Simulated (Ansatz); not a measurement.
`N[SiH](F)P` + H₂S → `PS` + `N[SiH2]F`  (cleavage of the P–Si bond)

Calculated with Ansatz (gas phase, PBE0-D4/def2-TZVP geometries, no zero-point term in ΔE). CBS: MP2 limit from def2 TZ/QZ plus the TZ coupled-cluster correction, frozen cores. This one scheme is used for every species. Functionals use def2-TZVPP. B3LYP here is the variant with VWN-RPA as its local correlation; programs differ in this. HSE06 is defined as in plane-wave codes. One conformer a species, not always the lowest.

```csv
level,ΔE (kJ/mol),difference from CCSD(T)/CBS
LDA (SPW92),24.5,6.6
PBE-D4,20.9,3.0
revPBE-D4,20.5,2.6
BLYP-D4,16.0,-1.9
r2SCAN-D4,20.2,2.3
PBE0-D4,20.7,2.8
B3LYP-D4,16.2,-1.7
r2SCANh-D4,20.0,2.1
r2SCAN0-D4,19.5,1.6
HSE06-D4,20.4,2.5
BHLYP-D4,15.3,-2.6
CAM-B3LYP-D4,17.1,-0.8
ωB97X-V,18.2,0.3
ωB97M-V,16.9,-1.0
PBE-QIDH,18.1,0.2
PBE,18.1,0.2
revPBE,15.8,-2.1
BLYP,10.6,-7.3
r2SCAN,19.4,1.5
PBE0,18.1,0.2
B3LYP,11.7,-6.2
r2SCANh,19.0,1.1
r2SCAN0,18.4,0.5
HSE06,17.8,-0.1
BHLYP,11.1,-6.8
CAM-B3LYP,14.3,-3.6
LC-ωPBE,20.3,2.4
RPA@PBE/def2-TZVPP,16.5,-1.4
HF/def2-SVP,15.1,-2.8
CCSD(T)/def2-SVP,25.4,7.5
HF/def2-TZVPP,6.7,-11.2
MP2/def2-TZVPP,16.8,-1.1
SCS-MP2/def2-TZVPP,13.1,-4.8
CCSD/def2-TZVPP,19.0,1.1
CCSD(T)/def2-TZVPP,20.0,2.1
HF/def2-QZVPP,6.0,-11.9
MP2/def2-QZVPP,15.3,-2.6
SCS-MP2/def2-QZVPP,11.8,-6.1
MP2/CBS(def2),14.7,-3.2
CCSD/CBS(def2),16.9,-1.0
CCSD(T)/CBS,17.9,0
```

Largest T1 diagnostic among the species: 0.012.

At CCSD(T), def2-SVP lies +7.5 kJ/mol from the extrapolated value and def2-TZVPP +2.1 kJ/mol. Leaving LDA and LC-ωPBE aside and taking each functional with its dispersion term where it has one, the values, not all of them listed here, spread over 9.2 kJ/mol, from B2PLYP to B97M-V. LDA lies +6.5 kJ/mol from PBE without D4.
